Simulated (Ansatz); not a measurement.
InSi₁₉H₂₈⁻, a doped nanocrystal cut from the lattice of silicon (In on an inner site), 48 atoms. Hardware: 2 threads of AMD EPYC 7R13 on a shared host and a share (18 GiB) of an NVIDIA H100 80GB HBM3.

In the def2 sets In takes a core potential; there is no spin–orbit coupling. Correlated methods freeze 99 core orbitals; core or outer-core shells of In are correlated, in sets that lack core-valence functions. Single mean-field runs in def2-SVP, def2-TZVP are fitted with def2-universal-jkfit.

Task: How many basis functions does each of these Ansatz runs have, and roughly what does it cost? CAM-B3LYP-D4/def2-SVP, charge -1 singlet, energy, from earlier orbitals; RPA@PBE/def2-SVP, charge -1 singlet, energy, from earlier orbitals; r2SCAN-D4/def2-SVP, charge -1 singlet, energy, from earlier orbitals; PBE-D4/def2-SVP, charge 0 doublet at the geometry of the charge -1 singlet, energy, from earlier orbitals; PBE0-D4/def2-SVP, charge 0 doublet at the geometry of the charge -1 singlet, energy; PBE0-D4/def2-TZVP, charge -1 singlet, energy, from earlier orbitals; BHLYP-D4/def2-SVP, charge -1 singlet, energy, from earlier orbitals; PBE0-D4/def2-SVP, charge -1 singlet, energy and forces, from earlier orbitals; r2SCAN-D4/def2-SVP, charge -1 singlet, relaxation, 7 steps; PBE0-D4/def2-SVP, charge -1 triplet at the geometry of the charge -1 singlet, energy; PBE-D4/def2-SVP, charge -1 singlet, energy and forces, from earlier orbitals; PBE-D4/def2-TZVP, charge -1 singlet, energy, from earlier orbitals.

Result: Other jobs shared the machine, so times can vary by a factor of up to 3.

| run | functions | fitting or Cholesky vectors | wall time | peak host memory (GiB) |
| --- | --- | --- | --- | --- |
| BHLYP-D4/def2-SVP, charge -1 singlet, energy, from earlier orbitals | 508 | 3154 | 4 s | 1 |
| r2SCAN-D4/def2-SVP, charge -1 singlet, energy, from earlier orbitals | 508 | 3154 | 4.9 s | 1.1 |
| CAM-B3LYP-D4/def2-SVP, charge -1 singlet, energy, from earlier orbitals | 508 | 3154 | 5 s | 1.1 |
| PBE-D4/def2-TZVP, charge -1 singlet, energy, from earlier orbitals | 921 | 3154 | 5.5 s | 1.2 |
| PBE0-D4/def2-SVP, charge -1 singlet, energy and forces, from earlier orbitals | 508 | 3154 | 6 s | 1.8 |
| PBE-D4/def2-SVP, charge -1 singlet, energy and forces, from earlier orbitals | 508 | 3154 | 6 s | 1.1 |
| PBE0-D4/def2-TZVP, charge -1 singlet, energy, from earlier orbitals | 921 | 3154 | 6.5 s | 1.2 |
| RPA@PBE/def2-SVP, charge -1 singlet, energy, from earlier orbitals | 508 | 4977 | 8.5 s | 3.5 |
| PBE-D4/def2-SVP, charge 0 doublet at the geometry of the charge -1 singlet, energy, from earlier orbitals | 508 | 3154 | 12 s | 1.2 |
| PBE0-D4/def2-SVP, charge 0 doublet at the geometry of the charge -1 singlet, energy | 508 | 3154 | 13 s | 1.2 |
| PBE0-D4/def2-SVP, charge -1 triplet at the geometry of the charge -1 singlet, energy | 508 | 3154 | 24 s | 1.3 |
| r2SCAN-D4/def2-SVP, charge -1 singlet, relaxation, 7 steps | 508 | 3154 | 35 s | 1.1 |
